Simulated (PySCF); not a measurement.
Species: C₃H₁₄OSi₃.
InChI=1S/C3H14OSi3/c1-3(2)6-7-4-5/h3H,6-7H2,1-2,5H3

Level: B3LYP/def2-SVPD in PySCF, non-relativistic, on one gas-phase PBE0-D3(BJ)/def2-SVP geometry that isn't relaxed in the solvent. The solvent is an IEF-PCM continuum (cavity from Bondi-type radii × 1.2), and excitations are vertical TDDFT with non-equilibrium linear response and a frozen core. The model holds no explicit solvent molecules, cavitation or dispersion.

Gas-phase singlets (H = HOMO, L = LUMO):

```tsv
state	E (eV)	λ (nm)	f	leading configurations
S1	5.827	213	0.012	H→L 96%
S2	6.568	189	0.001	H-2→L 88%, H-1→L 10%
S3	6.683	186	0.023	H-1→L 78%, H-2→L 10%
S4	6.842	181	0.012	H→L+1 82%
S5	7.039	176	0.033	H→L+3 86%
```

Give the list for chloroform (ε = 4.711), n² = 2.09.

| state | E (eV) | λ (nm) | f | leading configurations | change by rank (eV) |
| --- | --- | --- | --- | --- | --- |
| S1 | 5.814 | 213 | 0.020 | H→L 96% | -0.013 |
| S2 | 6.583 | 188 | 0.012 | H-2→L 64%, H-1→L 33% | +0.015 |
| S3 | 6.631 | 187 | 0.034 | H-1→L 58%, H-2→L 34% | -0.052 |
| S4 | 6.846 | 181 | 0.011 | H→L+1 86% | +0.004 |
| S5 | 7.006 | 177 | 0.050 | H→L+3 88% | -0.033 |

How do the frontier levels move from gas to chloroform?

```json
{"orbital": "LUMO+2", "gas (eV)": "0.35", "solvent (eV)": "0.43", "change (eV)": "+0.08"}
{"orbital": "LUMO+1", "gas (eV)": "0.21", "solvent (eV)": "0.33", "change (eV)": "+0.12"}
{"orbital": "LUMO", "gas (eV)": "-0.71", "solvent (eV)": "-0.62", "change (eV)": "+0.09"}
{"orbital": "HOMO", "gas (eV)": "-7.45", "solvent (eV)": "-7.35", "change (eV)": "+0.10"}
{"orbital": "HOMO-1", "gas (eV)": "-8.18", "solvent (eV)": "-8.04", "change (eV)": "+0.14"}
{"orbital": "HOMO-2", "gas (eV)": "-8.34", "solvent (eV)": "-8.29", "change (eV)": "+0.05"}
{"orbital": "HOMO-3", "gas (eV)": "-8.97", "solvent (eV)": "-8.93", "change (eV)": "+0.04"}
```

The HOMO–LUMO gap goes from 6.74 to 6.73 eV.

On one thread, Intel Xeon at 2.50 GHz (x86_64), shared host with 64 logical CPUs at a one-minute load of 57, this took 2.7 min wall and 1.2 GiB of memory at its peak. This is the whole response run at B3LYP/def2-SVPD in chloroform, SCF included.

The values belong to the conformer `[CH3:1][CH:2]([CH3:3])[SiH2:4][SiH2:5][O:6][SiH3:7]`: C1–C2–Si4–Si5 56°, C2–Si4–Si5–O6 173°, Si4–Si5–O6–Si7 -178°.
